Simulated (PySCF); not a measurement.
C₄H₁₀OSi (charge -1 and doublet state).
Cartesian coordinates in Å at the GFN2-xTB level; atoms count from 1:
```xyz
16
C4H10OSi angstrom
C     -0.230    2.227   -0.159
C      0.027    0.891    0.144
C     -0.885    0.060    0.985
C     -1.714   -0.944    0.168
O      1.127    0.267   -0.344
Si     2.164   -0.899    0.132
H     -0.931    2.778    0.454
H      0.516    2.805   -0.679
H     -1.566    0.708    1.548
H     -0.270   -0.520    1.697
H     -2.338   -1.569    0.813
H     -1.046   -1.588   -0.399
H     -2.356   -0.413   -0.533
H      3.028   -0.793   -1.056
H      1.334   -2.090    0.474
H      3.132   -0.912    1.279
```

The hyperfine couplings belong to this conformer and change with its torsions.

Identity: `[CH2-][C](CC)O[SiH3]` [radical] (charge -1).

Computed with PySCF 2.14.0, UKS B3LYP, pcH-1 on C H O Si, non-relativistic, mean-field spin-orbit, GIAO. Whether the extra electron is bound in the gas phase wasn't checked; a finite basis holds it in any case. A GFN2-xTB geometry isn't a minimum of the functional, and hyperfine couplings can be far from their values at a DFT geometry, by a factor of two or more for some ions and for spin on atoms past the first row. The frame is twisted about the C1–C2 bond at this geometry (dihedral H8–C1–C2–O5 = -8°); couplings at other torsion angles weren't computed. No stability test was run, so a lower SCF solution isn't excluded.

(1) Match the computed a_iso(13C) values +57.3, +48.2, +35.2, +14.9 MHz with the sites C1; C2; C3; C4.

Results:

(1) 
| site | a_iso (MHz) | ρ(0) (bohr⁻³) | position | distance from Si6 (Å) | spin population | largest \|T\| (MHz) |
| --- | --- | --- | --- | --- | --- | --- |
| C1 | +57.3 | +0.0510 | 3 bonds from Si6 | 3.95 | +0.20 | 27.2 |
| C2 | +14.9 | +0.0133 | 2 bonds from Si6 | 2.79 | +0.08 | 32.5 |
| C3 | +35.2 | +0.0313 | 3 bonds from Si6 | 3.31 | -0.01 | 2.2 |
| C4 | +48.2 | +0.0429 | 4 bonds from Si6 | 3.88 | -0.01 | 0.9 |

ρ(0) is the spin density at the nucleus and T the dipolar tensor; a_iso includes a spin–orbit part; entries for several nuclei are means. The Mulliken spin populations are largest on Si6 (+0.65), C1 (+0.20), C2 (+0.08) and H10 (+0.06).

β density exceeds α density at some nuclei, such as H8 (-0.0023), spin density in bohr⁻³. In a single determinant that takes different orbitals for the two spins, that is spin polarisation.

Class means assume fast exchange of nuclei equivalent by connectivity; if that motion is slow, each nucleus keeps its own coupling. H7 and H8 aren't averaged: C1 is flat or nearly so (angle sum 355°), and its turn about the short C1–C2 bond (1.39 Å) is taken as slow. The three 1H nuclei of mean +4.7 MHz run from -16.9 to 24.6 MHz in the frozen geometry. The 1H value of +3.6 MHz is a mean of couplings from -1.9 to 9.2 MHz in this one geometry, not an average over conformers.

C2, the radical centre as drawn in `[CH2-][C](CC)O[SiH3]`, holds a spin population of +0.08 out of 1.
